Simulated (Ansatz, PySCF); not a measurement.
AlH, SMILES [AlH] (connectivity only; charge and spin as stated), neutral, multiplicity 1. Atoms are numbered in the order given.

```xyz
2

Al     0.0000     0.0000    -0.1396
H      0.0000     0.0000     1.5222
```

Geometry optimised at B3LYP-D3(BJ)/def2-TZVPD.

Two levels are set side by side: PBE-D3(BJ)/def2-TZVPD (Ansatz, a first-principles code) and B3LYP-D3(BJ)/def2-TZVPD (Ansatz). Each level has its own optimised geometry; the coordinates shown are those of the second. Frequencies come from the Hessian of PySCF at each geometry. Differences are taken from unrounded values.

| quantity | B3LYP-D3(BJ) |
|---|---|
| bond Al1–H2 (Å) | 1.662 |
| highest harmonic wavenumber (cm⁻¹) | 1636 |
| mean harmonic wavenumber (cm⁻¹) | 1636 |
| zero-point energy (kcal/mol) | 2.34 |

Q: What does PBE-D3(BJ) give, and how far is it from B3LYP-D3(BJ)? (The exact figures need the calculation; the answer reports its results.)

A: 
```json
[
 {"quantity": "bond Al1–H2 (Å)", "PBE-D3(BJ)": "1.680", "PBE-D3(BJ) minus B3LYP-D3(BJ)": "0.018"},
 {"quantity": "highest harmonic wavenumber (cm⁻¹)", "PBE-D3(BJ)": "1585", "PBE-D3(BJ) minus B3LYP-D3(BJ)": "-51"},
 {"quantity": "mean harmonic wavenumber (cm⁻¹)", "PBE-D3(BJ)": "1585", "PBE-D3(BJ) minus B3LYP-D3(BJ)": "-51"},
 {"quantity": "zero-point energy (kcal/mol)", "PBE-D3(BJ)": "2.27", "PBE-D3(BJ) minus B3LYP-D3(BJ)": "-0.07"}
]
```
